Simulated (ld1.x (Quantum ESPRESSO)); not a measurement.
# Scattering properties, TM potential for Dy (Z = 66)

dysprosium, norm-conserving Troullier–Martins (Kleinman–Bylander form), made with ld1.x (Quantum ESPRESSO) 7.5 (LDA (PZ), scalar-relativistic). Core [Xe], reference 4f10 5d0 6s0 6p0 (charge +2). Waves: 6s (bound, empty): rc 3.15 bohr; 6p (bound, empty): rc 3.85 bohr; 5d (bound, empty): rc 2.75 bohr; 4f (bound): rc 0.80 bohr. Local part: all-electron potential smoothed inside 0.95 bohr (lloc = -2). Core correction: none.

The phase is arctan(r·u′/u) with u = r·R(r), unwrapped; energies in Ry, scanned from -3 to 5 Ry. A pole is an energy at which the radial function vanishes at the test radius. The pseudo phase is shifted by a multiple of π to meet the all-electron one at the reference energy, and phase errors are pseudo minus all-electron; the curves can meet again beyond the range given. Levels narrower than the energy grid can be missing from the lists of poles. Where the grid stepped over a known ghost or core level, its pole and its step of π were put in at the level’s energy. n/a: not evaluated, since a narrow level or a reset projector energy made the automatic matching unsafe.

```
channel  radius (bohr)  reference energy (Ry)  poles, all-electron       poles, pseudo  unbroken range about the reference energy with phases within 0.05 rad  phase error 1 Ry above the reference energy (rad)
      s           4.17                  -1.07          -0.62, 2.73  -2.01, -0.62, 2.60                                                            -2.0 to 3.7                                             +0.003
      p           4.17                  -0.73           0.08, 3.65   -0.09, 0.84, 4.59                                                                    n/a                                                n/a
      d           4.17                  -1.01          -0.89, 1.44   -0.89, 1.41, 4.88                                                              below 2.6                                             -0.009
      f           4.17                  -1.28    -1.26, 0.79, 3.56          0.80, 3.60                                       not even at the reference energy                                             +3.143
```

Note: ghost states, extra bound levels that the all-electron valence spectrum of the same l lacks: s at -255.8 eV, p at -145.3 eV, s at -27.3 eV. A true bound ghost makes a file unfit for plane-wave use.

Phases in the d channel:

| E (Ry) | all-electron | pseudo |
| --- | --- | --- |
| -3.00 | 1.410 | 1.410 |
| -2.52 | 1.388 | 1.388 |
| -2.04 | 1.352 | 1.352 |
| -1.56 | 1.272 | 1.272 |
| -1.08 | -0.266 | -0.266 |
| -0.60 | -1.789 | -1.789 |
| -0.12 | -2.178 | -2.182 |
| 0.36 | -4.077 | -4.091 |
| 0.84 | -4.566 | -4.571 |
| 1.32 | -4.692 | -4.696 |
| 1.80 | -4.769 | -4.776 |
| 2.28 | -4.855 | -4.873 |
| 2.76 | -5.056 | -5.158 |
| 3.24 | -6.723 | -7.239 |
| 3.72 | -7.617 | -7.685 |
| 4.20 | -7.751 | -7.785 |
| 4.68 | -7.809 | -7.837 |
